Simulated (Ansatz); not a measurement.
Z-matrix (Å, degrees):
```
Si
F 1 1.5789
F 1 1.5789 2 108.31
F 1 1.5789 2 108.31 3 -117.25
H 1 1.4561 2 110.61 3 121.37
```
Charge 0, multiplicity 1.

All values below come from frozen-core CCSD(T)/cc-pVTZ // B3LYP-D3(BJ)/def2-TZVP (Ansatz, a quantum-chemistry and plane-wave program).

```yaml
HF energy: -588.17538 Ha
MP2 correlation energy: -0.86907 Ha
```

Problem. Estimate the CCSD correlation energy, the (T) correction, the total energy and the T1 diagnostic.

Solution. 
```json
{
  "CCSD correlation energy": "-0.87434 Ha",
  "(T) correction": "-0.02449 Ha",
  "CCSD(T) total energy": "-589.07420 Ha",
  "T1 diagnostic": "0.011"
}
```
